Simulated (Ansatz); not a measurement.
CH4AlClS, SMILES `[CH3][Al]([SH])[Cl]`, relaxed with RKS PBE0-D4/def2-TZVP in the Gaussian-basis code of Ansatz from a PBE-D4/def2-SVP geometry. The force threshold is 0.005 eV/Å; the program also tests the step.

The species carries charge 0 and has multiplicity 1.

Start:

```xyz
8

C    -0.130    0.594    1.143
Al    0.464   -0.228   -0.523
S    -0.632   -0.097   -2.450
Cl    2.295   -1.304   -0.501
H     0.610    1.353    1.476
H    -1.114    1.092    1.034
H    -0.200   -0.159    1.955
H    -1.293   -1.249   -2.134
```

Question: How much energy does the relaxation release, and in how many steps? (Estimate.)

Answer: Ansatz gave: 27.52 kJ/mol, in 15 steps, 1 of them rejected.

Question: Which bonds change most? (An estimate is asked.)

Answer: Ansatz gave: Al2–S3 from 2.221 to 2.177 Å; Al2–Cl4 from 2.124 to 2.102 Å; S3–H8 from 1.365 to 1.344 Å; C1–H5 from 1.111 to 1.094 Å.

Question: Give the relaxed structure. (Estimate.)

Answer: Ansatz gave: 
```xyz
8

C    -0.098    0.683    1.216
Al    0.218   -0.336   -0.395
S    -1.184   -0.329   -2.061
Cl    1.950   -1.507   -0.611
H     0.717    1.391    1.391
H    -1.034    1.243    1.166
H    -0.140    0.022    2.087
H    -0.430   -1.167   -2.794
```
